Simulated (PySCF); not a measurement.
Labels have come off several samples. The candidates:

A. SMILES CC#CC#C[C@@H](C)NC=O
B. `C=C/C=C(\OC)C(=C)C#N`
C. SMILES CC(=O)c1ocpc1[SiH3]
D. SMILES O(C)[Si@H](N)N(C)C

Spectrum 1. $^{1}$H NMR (500 MHz, computed): δ 9.20 (m, 1H), 4.71 (m, 3H), 2.70 (s, 3H). $^{13}$C{$^{1}$H} NMR (computed): δ 195.4 (CH), 192.3 (C), 168.7 (C), 158.6 (C), 28.2 (CH3).

Spectrum 2. $^{1}$H NMR (500 MHz, computed): δ 8.19 (d, 1H), 5.44 (m, 1H), 4.59 (br, 1H), 2.15 (s, 3H), 1.37 (d, 3H). $^{13}$C{$^{1}$H} NMR (computed): δ 159.0 (CH), 82.7 (C), 80.8 (C), 76.3 (C), 71.7 (C), 35.6 (CH), 26.4 (CH3), 5.4 (CH3).

Spectrum 3. $^{1}$H NMR (500 MHz, computed): δ 7.22 (m, 1H), 6.75 (d, 1H), 6.29 (m, 1H), 6.27 (m, 1H), 5.84 (m, 1H), 5.74 (m, 1H), 3.69 (s, 3H). $^{13}$C{$^{1}$H} NMR (computed): δ 160.9 (C), 138.4 (CH), 135.9 (CH2), 133.7 (CH), 129.3 (CH2), 124.5 (C), 122.3 (C), 60.0 (CH3).

Spectrum 4. $^{1}$H NMR (500 MHz, computed): δ 5.16 (s, 1H), 3.79 (s, 3H), 2.52 (s, 6H), 0.61 (br s, 2H). $^{13}$C{$^{1}$H} NMR (computed): δ 50.4 (CH3), 38.0 (CH3).

PySCF calculation with GIAO PBE0/pcSseg-1 shieldings and GFN2-xTB structure; rapidly exchanging positions averaged, no solvent model, one conformer, non-relativistic.

Referencing at the same level of theory: TMS for $^{1}$H (σ = 31.72 ppm) and $^{13}$C (σ = 186.93 ppm). Splittings of carbon signals by F and P are missing where no couplings were computed. Where no couplings were computed, multiplicities follow the n + 1 count of equivalent neighbours, and m marks all less simple cases (inequivalent or close neighbours, rings, F or P nearby). Acid and N–H amide carbonyl carbons lie up to 10 ppm further downfield in solution (hydrogen bonding). Shifts are as computed. Against solution values, carbons near 30 ppm lie about +3 ppm off and those near 130 ppm about +5 ppm. Of 1211 compounds with measured shifts, 218 miss one by over three times the rms of a fit or turn the order of signals round; such compounds aren't used in these exercises. OH and NH positions are gas-phase values without hydrogen bonding to other molecules.

Which spectrum belongs to which compound?

Results:

1–C, 2–A, 3–B, 4–D.

- Spectrum 1 (C): 5 $^{13}$C signals; δC 192.3 is a ketone carbonyl carbon; δC 28.2 is a methyl carbon α to a carbonyl.
- Spectrum 2 (A): 8 $^{13}$C signals; δC 159.0 is an amide carbonyl carbon; δC 82.7 is an alkyne carbon.
- Spectrum 3 (B): 8 $^{13}$C signals; δC 160.9 is an alkene carbon bearing oxygen; δC 138.4 is an alkene CH.
- Spectrum 4 (D): 2 $^{13}$C signals; δC 50.4 is a methyl carbon bonded to O; δC 38.0 is a methyl carbon bonded to N.
